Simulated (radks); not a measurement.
Neutral scandium inside a hard spherical wall (all orbitals vanish at R), configuration held at [Ar] 3d1 4s2 and not refilled when levels cross. Calculated with a radial shooting solver on a logarithmic mesh with Libxc functionals: non-relativistic Kohn-Sham, PBE, spin-unpolarised, spherical densities, point nucleus. Eigenvalues in eV, with the zero of energy where the potential of the charges vanishes at infinity; a dash marks a level that is unbound or too diffuse for the functional's potential to be trusted. A positive occupied level is held by the wall or, in an anion where self-interaction has pushed it up, behind a barrier. The pressure on the wall is -dE/dV.

R (bohr)  E (hartree)  kinetic (hartree)    e(3s)    e(3p)   e(4s)   e(3d)  e(4p, empty)  e(5s, empty)  pressure (GPa)
free       -760.38465            759.660  -54.427  -33.607  -4.152  -3.369        -1.480             -               0
20         -760.38465            759.660  -54.427  -33.607  -4.152  -3.369        -1.480             -        < 0.0001
7          -760.35479            759.832  -53.332  -32.523  -3.203  -2.382         0.150         8.661            1.41
6          -760.30436            760.051  -52.269  -31.478  -2.061  -1.419         1.813        14.711            5.19
5          -760.16442            760.561  -50.317  -29.575   0.594   0.414         5.436        26.529            21.3
4          -759.73897            761.926  -46.691  -26.064   7.519   4.125        14.253        52.356             107
3          -758.11703            766.967  -38.595  -18.028  30.084  13.569        40.441        120.19             835
2.5        -755.51002            774.931  -29.302   -8.298  61.451  25.166        74.199        199.99            3030
2          -748.30622            795.414   -8.661   13.944  135.36  50.333        149.44        366.99           14000
1.5        -724.20566            855.362   51.194   76.934  338.01  112.90        345.19        780.15           91600
